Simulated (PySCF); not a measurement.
An element was calculated at r2SCAN (PySCF 2.14, spin-free X2C, a quadruple-zeta basis, no spin-orbit coupling), in the ground configurations that NIST lists.

| Property | Result |
| --- | --- |
| first ionisation energy | 9.407 eV |
| second ionisation energy | 18.535 eV |
| third ionisation energy | 39.639 eV |

Task: Which element is it?

Result: Zinc (Zn, Z = 30), in x2c-QZVPPall. NIST lists 9.394, 17.964, 39.723 eV for these ionisation energies.
